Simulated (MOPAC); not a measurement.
MOPAC input (PM7):

```
PM7 1SCF CHARGE=-1 GEO-OK AUX(PRECISION=9) THREADS=1
CH7OSi2

C    -1.94266200 1    0.60787400 1   -0.02670800 1
Si   -0.96658600 1   -0.82877600 1   -0.22816400 1
O     0.74800600 1   -0.65802100 1   -0.07024800 1
Si    1.46573600 1    0.76264600 1    0.25213200 1
H    -2.28370300 1    0.94871900 1    0.94626800 1
H    -2.15254700 1    1.28913000 1   -0.84585600 1
H    -1.04385700 1   -1.46070600 1   -1.58848300 1
H    -1.21737800 1   -1.91107700 1    0.78253100 1
H     1.30794800 1    1.82203400 1   -0.78185800 1
H     2.93739700 1    0.47898300 1    0.30595400 1
H     1.13596700 1    1.37566000 1    1.56811200 1
```

From the output:

```
                                                       MOPAC v23.2.5 Linux

          FINAL HEAT OF FORMATION =        -95.20039 KCAL/MOL =    -398.31843 KJ/MOL

          COSMO AREA              =        138.51 SQUARE ANGSTROMS
          COSMO VOLUME            =        134.72 CUBIC ANGSTROMS

          IONIZATION POTENTIAL    =          2.138321 EV
          HOMO LUMO ENERGIES (EV) =         -2.138  5.841
          NO. OF FILLED LEVELS    =         13
          MOLECULAR WEIGHT        =         91.2367         POINT GROUP:  Cs

          MOLECULAR DIMENSIONS (Angstroms)

            Atom       Atom       Distance
            H    10    H     5     5.28115
            H    11    H     7     4.52219
            H     9    H     8     3.79621

          SCF CALCULATIONS        =          1

   ATOM   CHEMICAL          X               Y               Z
  NUMBER   SYMBOL      (ANGSTROMS)     (ANGSTROMS)     (ANGSTROMS)

     1       C         -1.94266200  *   0.60787400  *  -0.02670800  *
     2      Si         -0.96658600  *  -0.82877600  *  -0.22816400  *
     3       O          0.74800600  *  -0.65802100  *  -0.07024800  *
     4      Si          1.46573600  *   0.76264600  *   0.25213200  *
     5       H         -2.28370300  *   0.94871900  *   0.94626800  *
     6       H         -2.15254700  *   1.28913000  *  -0.84585600  *
     7       H         -1.04385700  *  -1.46070600  *  -1.58848300  *
     8       H         -1.21737800  *  -1.91107700  *   0.78253100  *
     9       H          1.30794800  *   1.82203400  *  -0.78185800  *
    10       H          2.93739700  *   0.47898300  *   0.30595400  *
    11       H          1.13596700  *   1.37566000  *   1.56811200  *

                             CARTESIAN COORDINATES

   1    C       -1.942662000     0.607874000    -0.026708000
   2   Si       -0.966586000    -0.828776000    -0.228164000
   3    O        0.748006000    -0.658021000    -0.070248000
   4   Si        1.465736000     0.762646000     0.252132000
   5    H       -2.283703000     0.948719000     0.946268000
   6    H       -2.152547000     1.289130000    -0.845856000
   7    H       -1.043857000    -1.460706000    -1.588483000
   8    H       -1.217378000    -1.911077000     0.782531000
   9    H        1.307948000     1.822034000    -0.781858000
  10    H        2.937397000     0.478983000     0.305954000
  11    H        1.135967000     1.375660000     1.568112000

           Empirical Formula: C H7 O Si2  =    11 atoms

      MOLECULAR POINT GROUP   :   Cs

                  EIGENVALUES
 -23.74772 -16.66824 -13.33009 -11.36365  -9.36220  -9.22474  -8.84437  -8.13719
  -7.21828  -7.17616  -5.80935  -5.73627  -2.13832   5.84057   6.61087   6.90760
   7.41107   8.05179   8.77461  11.99909  12.60714  13.38374  13.99703  26.33036
  26.67684  27.46975  27.64943  28.83364  29.20555  29.40866  29.56684  30.77480
  30.98567

              NET ATOMIC CHARGES AND DIPOLE CONTRIBUTIONS

  ATOM NO.   TYPE          CHARGE      No. of ELECS.   s-Pop       p-Pop       d-Pop
    1          C          -0.884810        4.8848     1.04062     3.84419
    2         Si           0.164044        3.8360     0.85755     2.74157     0.23683
    3          O          -0.725798        6.7258     1.71866     5.00714
    4         Si           0.159008        3.8410     0.87416     2.74368     0.22315
    5          H           0.119401        0.8806     0.88060
    6          H           0.119401        0.8806     0.88060
    7          H           0.006312        0.9937     0.99369
    8          H           0.006312        0.9937     0.99369
    9          H           0.013432        0.9866     0.98657
   10          H           0.009268        0.9907     0.99073
   11          H           0.013432        0.9866     0.98657
 DIPOLE           X         Y         Z       TOTAL
 POINT-CHG.     3.752     0.916     0.449     3.888
 HYBRID         0.170    -0.303    -0.045     0.351
 SUM            3.922     0.613     0.403     3.990

          ATOMIC ORBITAL ELECTRON POPULATIONS

     Atom    s        px        py        pz      x^2-y^2     xz        z^2       yz        xy
    1  C   1.04062   1.51114   1.20905   1.12400
    2 Si   0.85755   0.71048   1.01207   1.01903   0.07591   0.03289   0.03574   0.04523   0.04705
    3  O   1.71866   1.58166   1.57860   1.84688
    4 Si   0.87416   0.91700   0.79213   1.03455   0.07428   0.00964   0.03373   0.06908   0.03642
    5  H   0.88060
    6  H   0.88060
    7  H   0.99369
    8  H   0.99369
    9  H   0.98657
   10  H   0.99073
   11  H   0.98657

 **********************
 *                    *
 * JOB ENDED NORMALLY *
 *                    *
 **********************

 == MOPAC DONE ==
```

The dipole moment of an ion depends on the origin.

The geometry given is a B3LYP-D3(BJ)/def2-TZVP minimum.
